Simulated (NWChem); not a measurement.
Molecule: C$_{4}$H$_{11}$BO$_{2}$; SMILES O(B(CC)OC)C

```xyz
18

B      0.3903    -0.0003    -0.0984
C     -1.0970     0.0002    -0.6562
C     -2.1405     0.0014     0.4681
H     -1.2602    -0.8788    -1.3023
H     -1.2590     0.8788    -1.3032
H     -2.0386     0.8845     1.1191
H     -2.0414    -0.8826     1.1182
H     -3.1695     0.0032     0.0751
O      1.0860     1.1372     0.1824
C      0.5907     2.4246    -0.0372
H     -0.3988     2.5846     0.4254
H      1.2917     3.1461     0.4084
H      0.5064     2.6579    -1.1133
O      1.0854    -1.1382     0.1823
C      0.5891    -2.4253    -0.0370
H      0.5043    -2.6587    -1.1131
H      1.2896    -3.1472     0.4085
H     -0.4004    -2.5845     0.4259
```
Atoms are numbered in this order, from 1.

Computed with NWChem. Pople sets run with spherical d functions. The geometry was optimised at PBE0/def2-SVP. Not confirmed as a minimum by frequencies. Ions are spin-unrestricted doublets at the neutral geometry. Hybrids' shares of exact exchange are those that their runs print; pure functionals count as 0. The functionals differ in more than this share.

| row | share of exact exchange | ΔSCF ionisation energy minus −ε(HOMO) (eV) |
|---|---|---|
| r2SCAN/6-31G* | 0.00 | 2.89 |
| B3LYP/6-31G* | 0.20 | 2.31 |
| PBE0/6-31G* | 0.25 | withheld |
| BHandHLYP/6-31G* | 0.50 | 0.98 |

Problem. Fit a straight line of the last column on the one before it, predict the withheld value, and compare with the run.

Solution. 
1. Means of the 3 shown rows: x = 0.233, y = 2.060. Slope Σ(x − x̄)(y − ȳ)/Σ(x − x̄)² = -0.4900/0.1267 = -3.868; intercept 2.963.
2. The shown rows scatter about the line by 0.086 (root mean square); the largest residual is +0.12, at B3LYP/6-31G*.
3. At x = 0.25 (PBE0/6-31G*; inside the shown range) the line gives 2.00.
4. The run gives 2.04, +0.04 from the line, 0.5 times the scatter. The line crosses zero at a share of 0.77, outside the shown range.
